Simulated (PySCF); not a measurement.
## Excitation energy of Ga²⁺ by level of theory

Ga²⁺ [Ar] 3d10 4s1 (2S) → Ga²⁺ [Ar] 3d10 4d1 (2D), as a difference of total energies. Computed with PySCF 2.14 in aug-cc-pV5Z-PP with ECP10MDF (8s7p6d4f3g2h, 136 functions), with a scalar-relativistic core potential. The calculations carry no spin-orbit coupling.

| method | excitation energy (eV) |
| --- | --- |
| UHF | 16.990 |
| LDA | 18.253 |
| PBE | 17.657 |
| PBE0 | 17.545 |
| r2SCAN | 17.788 |
| PW91 | 17.751 |
| M06-L | 17.214 |
| BP86 | 17.653 |

The promoted electron is Rydberg-like, and one or two diffuse shells describe it only roughly, which tends to raise the upper state.
